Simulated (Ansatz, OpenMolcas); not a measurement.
Predicting a hybrid from its neighbours: HfH4O4

HfH4O4 has 9 atoms, charge 0, and is taken as a singlet. SMILES: `O[Hf](O)(O)O`. Geometry: relaxed at PBE0-D4/def2-TZVP. This is one conformer, not always the lowest.

The vertical ionisation energy (to the doublet cation) y, in eV, basis def2-SVP with a core potential; a is the functional's share of exact exchange. Programs: Ansatz 0.2.0, OpenMolcas 26.06.

```
functional     program     a  y (eV)
      BLYP      Ansatz     0    9.41
       PBE      Ansatz     0    9.56
     B3LYP  OpenMolcas   0.2       ?
      PBE0  OpenMolcas  0.25   10.35
     BHLYP  OpenMolcas   0.5   10.84
```

Question: Fit y = c + s·a to the known rows and predict B3LYP.

Answer: 
1. Means of the 4 rows: a = 0.1875, y = 10.040.
2. Σ(Δa)² = 0.17188, Σ(Δa·Δy) = 0.4775, so the slope is 0.4775/0.17188 = 2.7781.
3. Intercept: 10.040 − (2.7781) × 0.1875 = 9.519. The largest residual of the fit is 0.14.
4. B3LYP: 9.519 + (2.7781) × 0.2 = 10.07 eV.

The run gave 10.22 eV, so the prediction is off by -0.15 eV, about the scatter of the fit. The rows mix families of semi-local functionals, which the line can't see. Spin-orbit coupling is left out.
